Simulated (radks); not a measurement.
Ar4+, configuration [Ne] 3s2 3p1.5 3d0.5 (fractional occupations, a model configuration). Calculated with a radial shooting solver on a logarithmic mesh with Libxc functionals: non-relativistic Kohn-Sham, PBE, spin-polarised, spherical densities, point nucleus; open shells are filled with parallel spins first.

Local quantities along the radius. ELF = 1/(1 + alpha^2) is the electron localisation function; alpha = (tau - tau_W)/tau_unif compares the Pauli kinetic energy density with that of the uniform gas (summed over spins).

```
   r/bohr * ELF (the largest magnitude, 1, reaches the edge; | marks zero)
 0.006479 |                                                      *
 0.007306 |                                                      *
 0.008237 |                                                      *
 0.009287 |                                                      *
  0.01047 |                                                      *
  0.01181 |                                                      *
  0.01331 |                                                      *
  0.01501 |                                                      *
  0.01692 |                                                      *
  0.01893 |                                                      *
  0.02134 |                                                      *
  0.02406 |                                                      *
  0.02713 |                                                      *
  0.03059 |                                                      *
  0.03449 |                                                      *
  0.03889 |                                                      *
  0.04384 |                                                      *
  0.04943 |                                                     *
  0.05574 |                                                     *
  0.06284 |                                                    *
  0.07085 |                                                  *
  0.07989 |                                             *
  0.09007 |                                      *
   0.1016 |                            *
   0.1145 |                   *
   0.1291 |             *
   0.1456 |            *
   0.1641 |              *
   0.1851 |                    *
   0.2086 |                            *
   0.2352 |                                    *
   0.2652 |                                          *
   0.2991 |                                             *
   0.3372 |                                              *
   0.3802 |                                              *
   0.4286 |                                             *
   0.4833 |                                        *
   0.5449 |                             *
   0.6144 |               *
   0.6927 |       *
    0.781 |     *
   0.8736 |          *
    0.985 |                       *
    1.111 |                                     *
    1.252 |                                           *
    1.412 |                                           *
    1.592 |                                         *
    1.795 |                                  *
    2.024 |                        *
    2.282 |            *
    2.572 |    *
      2.9 |*
     3.27 *
    3.687 *
    4.157 *
    4.687 *
```

On this mesh the ELF has minima near r = 0.15, 0.78 bohr, which separate the shells, and maxima near 0.38 (0.86), 1.4 (0.81).

Self-consistent cycle (total energy in hartree, residual of the potential): 1: -519.423076, 6e+00; 2: -520.809382, 4e+00; 3: -521.655401, 2e-01; 4: -521.656249, 8e-02; 5: -521.656720, 1e-02; 6: -521.656730, 3e-04; 7: -521.656730, 8e-05; 8: -521.656730, 7e-06; 9: -521.656730, 4e-06; 10: -521.656730, 5e-08; 11: -521.656730, 5e-08; 12: -521.656730, 1e-08; 13: -521.656730, 3e-10.
